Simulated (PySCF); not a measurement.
## Li: excitation energy

Li [He] 2s1 (2S) → Li [He] 3d1 (2D), as a difference of total energies. Computed with PySCF 2.14 in aug-cc-pVQZ (6s5p4d3f2g, 80 functions), with no relativity, point nucleus. The calculations carry no spin-orbit coupling.

```
   method  excitation energy (eV)
      UHF                   4.085
      LDA                   3.844
      PBE                   3.784
     PBE0                   3.876
   r2SCAN                   3.797
BHandHLYP                   3.988
    HSE06                   3.831
      M06                   3.524
CAM-B3LYP                   4.086
```

The promoted electron is Rydberg-like, and one or two diffuse shells describe it only roughly, which tends to raise the upper state.

Problem. Which method comes closest to the reference value, and which is furthest?

Solution. The reference is 3.879 eV (measured; NIST levels, between the centres of gravity of the two terms). Closest: PBE0 (error -0.003 eV); furthest: M06 (error -0.355 eV).
